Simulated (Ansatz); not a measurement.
Mulliken charges of CH$_{5}$BrClNSi, SMILES `C[Si](N)(Cl)Br` from B3LYP/def2-TZVPP in Ansatz (PBE0-D4/def2-TZVP geometry).

```
atom   x (Å)   y (Å)   z (Å)  charge (e)
  C1  -1.391   0.281   0.119      -0.376
 Si2   0.452   0.283   0.212       0.623
  N3   1.126  -0.971  -0.714      -0.376
 Cl4   0.972   0.209   2.211      -0.255
 Br5   1.304   2.165  -0.594      -0.238
  H6  -1.715   0.408  -0.916       0.119
  H7  -1.805   1.089   0.725       0.117
  H8  -1.785  -0.665   0.499       0.103
  H9   2.098  -0.929  -0.979       0.146
 H10   0.828  -1.921  -0.560       0.136
```

Q: By hand: the dipole of these point charges (1 e Å = 4.8032 D).

A: Σ q r = (-0.357, -0.422, -0.259) e Å, of length 0.610 e Å = 2.93 D.

Q: How does the dipole of the full density compare? (Estimate.)

A: Computed: (-0.171, -0.447, -0.188) e Å, 2.47 D; the point charges give 1.19 times that, at 18° from its direction.

Point charges leave out the atoms' own dipoles, such as those of lone pairs, and Mulliken's split depends on the basis, so the two needn't agree.

B3LYP here is the variant with VWN-RPA as its local correlation; programs differ in this.
